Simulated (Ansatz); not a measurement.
Reaction (formal exchange of groups at the Si–C bond): `FC[SiH2]CF` + `CI` → `FC[SiH2]CI` + fluoromethane

Program: Ansatz. Geometries: PBE0-D4/def2-TZVP. ΔE: electronic, gas phase. CBS: MP2 limit from def2 TZ/QZ plus the TZ coupled-cluster correction, frozen cores. This one scheme is used for every species. Functionals use def2-TZVPP. Elements past krypton have def2 core potentials. For I outer-core shells are correlated without core-valence functions, which leaves a few kJ/mol of doubt a bond. Each species was taken in one conformer, which may not be the lowest.

| level | ΔE (kJ/mol) |
| --- | --- |
| PBE-D4 | -16.7 |
| ωB97M-V | -18.0 |

Question: What does CCSD(T)/CBS give? (Best estimate.)

Answer: Ansatz gave: -24.0 kJ/mol. The listed levels differ from it by 7.3, 6.0 kJ/mol.

Largest T1 diagnostic among the species: 0.011.

In def2-TZVPP, CCSD(T) changes the Hartree–Fock value by −7.9 kJ/mol (the triples alone add −1.5 kJ/mol) and MP2 by −12.8 kJ/mol. The D4 term adds −7.4 kJ/mol with B3LYP and −4.1 kJ/mol with PBE0; it sums over pairs of atoms, weighted by their polarisabilities, and B3LYP, whose exchange is more repulsive, gets the larger term.

B3LYP here is the variant with VWN-RPA as its local correlation; programs differ in this.
